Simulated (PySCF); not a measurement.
## BrH₂⁺: one-bond stretch

These are results of PySCF, PBE0, basis Br def2-TZVP, H def2-TZVP (no relativity, density fitting), not measurements.

Rigid scan from the singlet minimum (Br–H 1.447 Å (×2); H–Br–H 92.5°). Coordinate: the bond from Br to the last atom (H) scaled, the rest fixed. Energies in kJ/mol from the minimum.

| scale of one bond | E (kJ/mol) | dipole size (D, about the centre of mass) |
| --- | --- | --- |
| 0.92 | 18.1 | 1.91 |
| 0.96 | 4.1 | 1.97 |
| 1.00 | 0.0 | 2.04 |
| 1.05 | 5.1 | 2.14 |
| 1.12 | 25.0 | 2.30 |
| 1.20 | 58.4 | 2.53 |
| 1.35 | 132.1 | 3.05 |
| 1.55 | 226.3 | – |
| 1.80 | 318.3 | – |
| 2.20 | 405.3 | – |

At long bonds a restricted determinant can lie too high, and another spin state can fall below this curve.
